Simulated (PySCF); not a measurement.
**Ionisation energy of Ar⁵⁺ by level of theory**

Ar⁵⁺ [Ne] 3s2 3p1 [3p1/2^1, M_J = 1/2] → Ar⁶⁺ [Ne] 3s2, as a difference of total energies. Calculation: PySCF 2.14, in an even-tempered Gaussian basis (20 s from 0.2 bohr⁻², ratio 2.4; 13 p from 0.26 bohr⁻², ratio 2.4; 5 d from 1.4 bohr⁻², ratio 2.6; 5 f from 2.2 bohr⁻², ratio 2.6); the two-component X2C-1e Hamiltonian. Correlated levels: 1s2 frozen; the 46 highest virtual spinors dropped. "Screened" scales the spin-orbit matrix elements by Boettger's factors to mimic the two-electron term; Breit and QED terms are absent.

| method | ionisation energy (eV) | error (eV) |
| --- | --- | --- |
| GHF (spin-free) | 90.375 | -0.915 |
| GMP2 (spin-free) | 90.740 | -0.550 |
| GHF (screened spin-orbit) | 90.556 | -0.734 |
| GMP2 (screened spin-orbit) | 90.928 | -0.362 |

Reference: 91.29 ± 0.01 eV (measured; NIST Atomic Spectra Database, ionization energies).
